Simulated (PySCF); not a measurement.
CuH, SMILES [CuH] (connectivity only; charge and spin as stated), charge +1, multiplicity 2.

Coordinates come from a PBE0-D3(BJ)/def2-TZVPD optimisation. The spin state was assumed, not searched.

Calculation: PBE/def2-TZVPD in PySCF.

Isolated molecule, no solvent.

Computed frontier levels, dipole moment and polarisability:
| Quantity | Result |
|---|---|
| α spin, highest occupied and lowest empty level | -14.91 and -10.30 eV |
| β spin, highest occupied and lowest empty level | -15.18 and -13.69 eV |
| dipole moment about the centre of nuclear charge | 0.64 D |
| mean static polarisability | 14.3 bohr³ (2.11 Å³) |
| polarisability, principal values | 11.7, 11.7, 19.3 bohr³ |
| ⟨S²⟩ | 0.753 (pure state 0.75) |
